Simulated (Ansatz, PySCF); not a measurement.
Bi(Br)(SiH3)2 (BiBrH6Si2), SMILES [Bi]([Br])([SiH3])[SiH3]. Atoms are numbered in the order given.

```xyz
10

Bi    -0.1831    -0.2384     0.5758
Br    -1.1472    -0.9903    -1.8071
Si    -0.3509     2.3466    -0.1805
H      0.3034     2.5263    -1.5053
H      0.3251     3.2089     0.8365
H     -1.7901     2.7246    -0.2618
Si     2.3241    -0.3227    -0.4185
H      2.3889     0.4522    -1.6878
H      2.6891    -1.7463    -0.6655
H      3.2747     0.2609     0.5769
```
Charge 0, spin multiplicity 1.

Geometry: B3LYP-D3(BJ)/def2-SVP. The def2 effective core potentials stand for the cores of Bi; spin–orbit coupling is left out.

Two levels are set side by side: PBE-D3(BJ)/def2-SVP (Ansatz, a first-principles code) and B3LYP-D3(BJ)/def2-SVP (Ansatz). Each level has its own optimised geometry; the coordinates shown are those of the second. Frequencies come from the Hessian of PySCF at each geometry. Differences are taken from unrounded values.

```json
[
 {"quantity": "mean bond length (Å)", "B3LYP-D3(BJ)": "1.891", "PBE-D3(BJ)": "1.900", "PBE-D3(BJ) minus B3LYP-D3(BJ)": "0.009"},
 {"quantity": "bond Bi1–Br2 (Å)", "B3LYP-D3(BJ)": "2.678", "PBE-D3(BJ)": "2.673", "PBE-D3(BJ) minus B3LYP-D3(BJ)": "-0.006"},
 {"quantity": "bond Bi1–Si3 (Å)", "B3LYP-D3(BJ)": "2.699", "PBE-D3(BJ)": "2.700", "PBE-D3(BJ) minus B3LYP-D3(BJ)": "0.002"},
 {"quantity": "bond Bi1–Si7 (Å)", "B3LYP-D3(BJ)": "2.699", "PBE-D3(BJ)": "2.700", "PBE-D3(BJ) minus B3LYP-D3(BJ)": "0.002"},
 {"quantity": "bond Si3–H4 (Å)", "B3LYP-D3(BJ)": "1.488", "PBE-D3(BJ)": "1.502", "PBE-D3(BJ) minus B3LYP-D3(BJ)": "0.014"},
 {"quantity": "bond Si3–H5 (Å)", "B3LYP-D3(BJ)": "1.495", "PBE-D3(BJ)": "1.509", "PBE-D3(BJ) minus B3LYP-D3(BJ)": "0.014"},
 {"quantity": "bond Si3–H6 (Å)", "B3LYP-D3(BJ)": "1.490", "PBE-D3(BJ)": "1.504", "PBE-D3(BJ) minus B3LYP-D3(BJ)": "0.014"},
 {"quantity": "bond Si7–H8 (Å)", "B3LYP-D3(BJ)": "1.488", "PBE-D3(BJ)": "1.502", "PBE-D3(BJ) minus B3LYP-D3(BJ)": "0.014"},
 {"quantity": "bond Si7–H9 (Å)", "B3LYP-D3(BJ)": "1.490", "PBE-D3(BJ)": "1.504", "PBE-D3(BJ) minus B3LYP-D3(BJ)": "0.014"},
 {"quantity": "bond Si7–H10 (Å)", "B3LYP-D3(BJ)": "1.495", "PBE-D3(BJ)": "1.509", "PBE-D3(BJ) minus B3LYP-D3(BJ)": "0.014"},
 {"quantity": "highest harmonic wavenumber (cm⁻¹)", "B3LYP-D3(BJ)": "2242", "PBE-D3(BJ)": "2183", "PBE-D3(BJ) minus B3LYP-D3(BJ)": "-60"},
 {"quantity": "mean harmonic wavenumber (cm⁻¹)", "B3LYP-D3(BJ)": "912", "PBE-D3(BJ)": "881", "PBE-D3(BJ) minus B3LYP-D3(BJ)": "-31"},
 {"quantity": "zero-point energy (kcal/mol)", "B3LYP-D3(BJ)": "31.29", "PBE-D3(BJ)": "30.23", "PBE-D3(BJ) minus B3LYP-D3(BJ)": "-1.06"}
]
```

GGA bonds tend to be longer and softer than those of functionals with exact exchange. Differences between two approximate levels are no errors against the true value.
